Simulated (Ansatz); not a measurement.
Geometry optimisation, RKS PBE/def2-SVP (Ansatz).

input.yaml

```yaml
crystal:
  periodic: [false, false, false]
  atoms:
    - { symbol: Ta, position_ang: [-0.547475, -0.547819, -0.223783] }
    - { symbol: O, position_ang: [2.527664, 0.367179, -0.166852] }
    - { symbol: H, position_ang: [2.60662, 0.292139, 0.804248] }
    - { symbol: Cl, position_ang: [-0.08234, -0.603639, 2.090233] }
    - { symbol: Cl, position_ang: [-0.429935, -0.084608, -2.51629] }
    - { symbol: "N", position_ang: [-0.790582, 1.40106, 0.019574] }
    - { symbol: H, position_ang: [-0.667515, 1.883218, 0.916197] }
    - { symbol: H, position_ang: [-0.738573, 2.064772, -0.760435] }
    - { symbol: Cl, position_ang: [-2.632014, -1.511364, -0.172835] }
    - { symbol: F, position_ang: [0.84519, -1.855516, -0.472299] }
    - { symbol: H, position_ang: [2.54376, -0.584022, -0.446858] }
basis:
  gaussian: { orbitals: def2-SVP }
hamiltonian:
  xc: pbe
relax:
  f_tol: 0.03
  max_steps: 50
output:
  orbitals: {}
```

Command:

```bash
$ ansatz run input.yaml --threads 4 --pin off --max-ram 5120MiB --backend cpu --events-out ev --progress --plain --runs-dir out
```

Q: Where does it end, and by what steps?

A: It converged. After 11 steps the energy has fallen by 0.383 eV; O2 moved furthest, 0.57 Å. Joined: Ta1–O2 (3.21 → 2.37 Å).

```
step  energy less start (eV)  largest force component (eV/Å)  accepted
   0                  0.0000                           0.626       yes
   1                 -0.0553                           1.312       yes
   2                 -0.1894                           1.351       yes
   3                 -0.3385                           0.690       yes
   4                 -0.3497                           0.750       yes
   5                 -0.3567                           0.921       yes
   6                 -0.3418                           0.436        no
   7                 -0.3791                           0.169       yes
   8                 -0.3796                           0.131       yes
   9                 -0.3822                           0.062       yes
  10                 -0.3828                           0.062       yes
  11                 -0.3829                           0.020       yes
```

```xyz
11
Properties=species:S:1:pos:R:3
Ta -0.284 -0.487 -0.223
O 1.987 0.188 -0.222
H 2.206 0.323 0.725
Cl 0.178 -0.517 2.119
Cl -0.149 0.006 -2.512
N -0.707 1.451 0.039
H -0.753 1.924 0.949
H -0.723 2.147 -0.715
Cl -2.362 -1.487 -0.145
F 0.784 -2.088 -0.481
H 2.457 -0.640 -0.463
```

Whether the end is a true minimum wasn't checked by a vibrational analysis.

The run took 39 s on 4 threads of Arm Neoverse V1, with other jobs on the host, peak memory 0.25 GiB.
